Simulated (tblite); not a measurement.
Start geometry of `[H]/[C]=C\[C@@H]1C(=O)CC[C@H]1Cl` [radical] from a force field or distance geometry (Å):
```
atom  x, y, z in Å
C1     2.6030    0.5666    0.2181
C2     1.8272   -0.3046   -0.3769
C3     0.5295   -0.8476    0.1542
C4    -0.4591   -0.8547   -1.0227
O5    -0.3562   -1.6025   -1.9805
C6    -1.5745    0.1447   -0.8606
C7    -1.0634    0.9986    0.2964
C8    -0.2293    0.0448    1.1604
Cl9   -1.3150   -0.9641    2.1814
H10    3.2305    1.2812    0.6934
H11    2.2237   -0.8035   -1.2578
H12    0.6602   -1.8664    0.5267
H13   -1.7008    0.7382   -1.7574
H14   -2.4921   -0.3783   -0.6092
H15   -0.4243    1.8046   -0.0850
H16   -1.8866    1.4734    0.8592
H17    0.4200    0.5815    1.8506
```

Task: What comes out of this run: GFN2-xTB geometry optimisation, gas phase (tblite)?

Result: 
```
atom  x, y, z in Å
C1     2.4654    0.6905   -0.0146
C2     1.8517   -0.3803   -0.3612
C3     0.4892   -0.9052    0.1429
C4    -0.4495   -0.8888   -1.0522
O5    -0.3756   -1.6188   -2.0032
C6    -1.4590    0.2182   -0.8432
C7    -0.9409    1.0207    0.3475
C8    -0.1687   -0.0029    1.1739
Cl9   -1.3131   -0.9748    2.1577
H10    2.4269    1.5543    0.6011
H11    2.2637   -1.0561   -1.1033
H12    0.6561   -1.9233    0.5004
H13   -1.5858    0.8061   -1.7511
H14   -2.4184   -0.2510   -0.6124
H15   -0.2477    1.7930    0.0094
H16   -1.7374    1.4918    0.9202
H17    0.5361    0.4386    1.8782
```

The energy falls by 7.0 kcal/mol over 92 L-BFGS steps, the largest force on an atom goes from 2.80 to 0.010 eV/Å, and the atoms move by 0.255 Å rms after alignment. The bond that changes most is C2–C3 (ends: carbon bonded to 2 C and H; carbon bonded to 3 C and H), which lengthens by 0.041 Å. Bonds longer at the end by more than 0.005 Å: 4 of 17; shorter: 7. Among the angles that change most is C2–C1–H10, from 179.4° to 145.0°. Among the dihedrals that turn most is C1–C2–C3–C8, from 25° to 0°. Rotational constants go from 1714, 1225, 946.0 to 1787, 1216, 977.7 MHz. The orientation of the end geometry is arbitrary; only internal coordinates are fixed.

The run took 0.73 s of wall time on an Arm Neoverse V1 with one thread, no GPU, shared host with 64 logical CPUs at a one-minute load of 169.

Its GFN2-xTB frequencies are all real (lowest 60 cm⁻¹). 3 starts were optimised and ended at 0.00, 0.48 and 1.43 kcal/mol (GFN2-xTB); the lowest of these is shown.

One conformer stands for the species.

All values are computed, not measured.
